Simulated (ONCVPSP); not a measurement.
# molybdenum (Mo): one change to an ONCV potential, before and after

| Item | Value |
| --- | --- |
| Element | Mo |
| Generator | ONCVPSP 4.0.1 |
| Type | optimised norm-conserving Vanderbilt (ONCV) |
| Functional | PBEsol |
| Relativity | scalar-relativistic |
| Frozen core | [Ar] 3d10 |
| Valence charge | 14 |
| Reference configuration | 4s2 4p6 4d5 5s1 |
| Partial waves | 4s+5s: rc 1.70 bohr, ncon 4, nbas 7, qcut 8.6 1/bohr, 2 projectors; 4p: rc 1.35 bohr, ncon 5, nbas 10, qcut 5.5 1/bohr, 2 projectors, debl 3.9 Ha; 4d: rc 1.65 bohr, ncon 5, nbas 8, qcut 4.9 1/bohr, 1 projector |
| Local potential | polynomial inside 1.30 bohr (lpopt 4, dvloc0 2 Ha) |
| Core correction | none |

Change: all radii scaled by about 1.10 (s 1.86, p 1.48, d 1.82 bohr); local potential polynomial inside 1.42 bohr (lpopt 4, dvloc0 2 Ha).

Cutoffs: the cutoffs (Ha) at which the residual kinetic energy of the hardest occupied pseudo-wave falls to 1 and 0.1 mHa per electron; they do not see the model core or the augmentation charge, which bear on the density cutoff. Errors are all-electron minus pseudo energies relative to the spin-unpolarised reference configuration.

Question: What does the change do?

Answer: The potential gets softer (110 Ha and 180 Ha → 51 Ha and 144 Ha); of the 4 tests that both files solve, the error grows in 1 and shrinks in 2 by more than 15 % and 0.3 meV (median size 1.3 → 0.9 meV); neither file shows a bound ghost. A larger radius leaves more room for a smooth pseudo-wave, so fewer plane waves are needed.

| quantity | base | changed |
| --- | --- | --- |
| cutoff, loose | 110 Ha | 51 Ha |
| cutoff, tight | 180 Ha | 144 Ha |
| loose cutoff by channel | s 22 Ha, p 110 Ha, d 57 Ha | s 21 Ha, p 51 Ha, d 50 Ha |
| bound ghosts | none | none |
| GHOST(+) flags under 300 eV | none | none |
| error for 4s2 4p6 4d5 5s0, meV [ΔE 6.90 eV] | -1.7 | -1.7 |
| error for 4s2 4p6 4d4 5s0, meV [ΔE 22.36 eV] | -1.0 | -2.1 |
| error for 4s2 4p6 4d3 5s0, meV [ΔE 49.09 eV] | +2.0 | -0.1 |
| error for 4s2 4p6 4d4 5s1, meV [ΔE 8.08 eV] | +0.5 | 0.0 |
